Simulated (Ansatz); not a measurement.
`[SiH3][AlH][SiH]1CO1` from Hartree–Fock to CCSD(T)

```xyz
12

Si    1.241    1.425   -1.481
Al    1.605   -0.168    0.348
Si   -0.393   -1.403    0.985
C    -1.981   -0.484    0.934
O    -1.625   -1.330   -0.175
H     2.273    2.497   -1.547
H    -0.093    2.076   -1.351
H     1.260    0.695   -2.782
H     2.990   -0.365    1.102
H    -0.414   -2.668    1.771
H    -2.034    0.574    0.685
H    -2.829   -0.849    1.511
```

Total charge 0; spin multiplicity 1. The geometry is a stationary point of PBE0-D4/def2-TZVP. It is one conformer, not always the lowest. Frozen core, restricted reference, Ansatz. CBS rows extrapolate triple and quadruple zeta; past MP2 they add the triple-zeta difference.

```csv
basis,HF (Eh),MP2 corr.,CCSD corr.,(T),CCSD(T) total
def2-SVP,-936.18471,-0.57874,-0.64380,-0.01980,-936.84831
def2-TZVPP,-936.62038,-0.72498,-0.78433,-0.03229,-937.43700
def2-QZVPP,-936.65069,-0.77823,–,–,–
CBS(def2),-936.65487,-0.81766,-0.87701,as TZ,-937.56417
```
